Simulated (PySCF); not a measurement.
A calculated (r2SCAN, PySCF 2.14, cc-pVDZ, no relativity, point nucleus) atom or ion has these occupied shells.

```
shell  electrons  orbital energy (eV)  rms radius, mean of both spins (bohr)
 1s α          1              -519.67                                  0.231
 1s β          1              -518.04                                  0.231
 2s α          1              -26.395                                   1.26
 2s β          1              -21.353                                   1.26
 2p α          3              -10.263                                   1.38
 2p β          1               -7.238                                   1.38
```

Q: Name the element and its charge.

A: O (oxygen, neutral), in [He] 2s2 2p4, high-spin 3P determinant.
